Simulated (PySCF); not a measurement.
**Ionisation energy of Cs⁴⁴⁺ by level of theory**

Cs⁴⁴⁺ [Ne] 3s1 (2S) → Cs⁴⁵⁺ [Ne] (1S), as a difference of total energies. All numbers are calculated (PySCF 2.14, scalar relativity by spin-free X2C-1e, in an uncontracted even-tempered set (18 s from 8.8 bohr⁻², ratio 2.5; 12 p from 11 bohr⁻², ratio 2.5; 4 d from 42 bohr⁻², ratio 2.7; 4 f from 63 bohr⁻², ratio 2.7)). Correlated levels: outer shells: 1s2 frozen; virtual orbitals above 40 to 60 times the deepest correlated orbital energy dropped. The calculations carry no spin-orbit coupling.

| method | ionisation energy (eV) |
| --- | --- |
| UHF | 3485.0 |
| LDA | 3488.0 |
| PBE | 3491.2 |
| PBE0 | 3489.8 |
| r2SCAN | 3484.2 |
| B3LYP | 3490.4 |
| r2SCAN0 | 3484.7 |
| MP2 (outer shells) | 3485.8 |
| SCS-MP2 (outer shells) | 3485.6 |

Breit and QED terms and the two-electron picture change are absent.

For comparison: 3485 ± 4 eV (theoretical estimate listed by NIST; NIST Atomic Spectra Database, ionization energies).
